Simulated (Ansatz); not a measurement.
One change: `[SiH3]CSSS` becomes `SSS`.

Ansatz, PBE0-D4/def2-TZVP geometries, multiplicity 1. Each molecule was computed in one conformer, which needn't be the lowest.

```
                                          property  `[SiH3]CSSS`
             HOMO energy (ωB97M-V/def2-TZVPP) / eV         -9.01
  size of the dipole moment (B3LYP/def2-TZVPP) / D          2.05
                 HOMO energy (PBE/def2-TZVPP) / eV         -5.80
               HOMO–LUMO gap (PBE/def2-TZVPP) / eV          3.73
size of the dipole moment (ωB97M-V/def2-TZVPP) / D          2.07
             HOMO–LUMO gap (B3LYP/def2-TZVPP) / eV          5.35
```

What does the change do to each property? (An estimate is asked.)

Computed: 
```tsv
property	`SSS`	shift
HOMO energy (ωB97M-V/def2-TZVPP) / eV	-9.57	-0.56
size of the dipole moment (B3LYP/def2-TZVPP) / D	1.70	-0.35
HOMO energy (PBE/def2-TZVPP) / eV	-6.25	-0.45
HOMO–LUMO gap (PBE/def2-TZVPP) / eV	4.06	0.33
size of the dipole moment (ωB97M-V/def2-TZVPP) / D	1.71	-0.36
HOMO–LUMO gap (B3LYP/def2-TZVPP) / eV	5.75	0.40
```

With PBE0 the HOMO falls by 0.54 eV and the LUMO falls by 0.12 eV, so the gap widens by about 0.42 eV. PBE moves the HOMO by -0.45 eV and ωB97M-V by -0.56 eV. Dipoles are sizes alone; their direction can turn.

B3LYP here is the variant with VWN-RPA as its local correlation; programs differ in this.
